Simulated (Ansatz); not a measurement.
Frontier orbitals of ClFHIOTi, SMILES `[OH][Ti]([F])([Cl])[I]`.

```xyz
6

O     1.338    0.052    0.454
Ti   -0.384   -0.053    0.148
F    -1.177   -0.682    1.564
Cl   -1.156    1.922   -0.367
I    -0.764   -1.614   -1.844
H     2.143    0.376    0.045
```

Total charge 0; spin multiplicity 1. Correlated methods include outer-core shells of I, Ti, which these sets cover unevenly. Scalar relativity is left out up to krypton. I: def2 effective core potential. The geometry is a stationary point of PBE0-D4/def2-TZVP. It is one conformer, not always the lowest. Basis def2-TZVPP, Ansatz 0.2.0.

| functional | HOMO (eV) | LUMO (eV) | gap (eV) |
| --- | --- | --- | --- |
| LDA (SPW92) | -7.13 | -4.30 | 2.83 |
| PBE | -6.94 | -4.07 | 2.87 |
| B97M-V | -7.23 | -4.03 | 3.20 |
| PBE0 | -8.07 | -3.27 | 4.80 |
| ωB97M-V | -10.11 | -1.18 | 8.93 |

From PBE to PBE0 the HOMO moves by −1.13 eV and the LUMO by +0.80 eV, and with ωB97M-V by −3.17 and +2.89 eV, so the gap grows from 2.88 to 8.93 eV with exact exchange.
